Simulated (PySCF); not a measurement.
CH₃IMgO. Atoms are numbered in the order given.

```xyz
7

Mg     0.0000     0.0000    -1.1198
I      0.0000     0.0000     1.4365
O      0.0000     0.0000    -2.8835
C      0.0000     0.0000    -4.2657
H     -0.8909     0.5144    -4.6791
H      0.8909     0.5144    -4.6791
H      0.0000    -1.0287    -4.6791
```
Charge 0, spin multiplicity 1.

The structure is a stationary point at B3LYP-D3(BJ)/def2-SVP. The def2 effective core potentials stand for the cores of I; spin–orbit coupling is left out. The values are those of a single conformer.

All values below come from C-PCM-ωB97X/def2-SVP run with PySCF 2.14.0.

The values are the electrostatic part of the solvation free energy, E(continuum) − E(gas) at the gas-phase geometry, in a cavity of scaled van der Waals radii (PySCF's table); cavitation and dispersion terms are not included. A continuum can't describe solvent molecules that bind to the metal. In vacuum the orbital gap is 9.91 eV. The dipole moment in vacuum is 1.51 D.

Computed values in water (ε = 78.36), methanol (ε = 32.61), 2-propanol (ε = 19.26):
| solvent | ε | ΔG(elec) (kcal/mol) | dipole (D) | gap (eV) |
|---|---|---|---|---|
| water | 78.36 | -11.9 | 2.50 | 10.55 |
| methanol | 32.61 | -11.6 | 2.48 | 10.53 |
| 2-propanol | 19.26 | -11.3 | 2.45 | 10.52 |
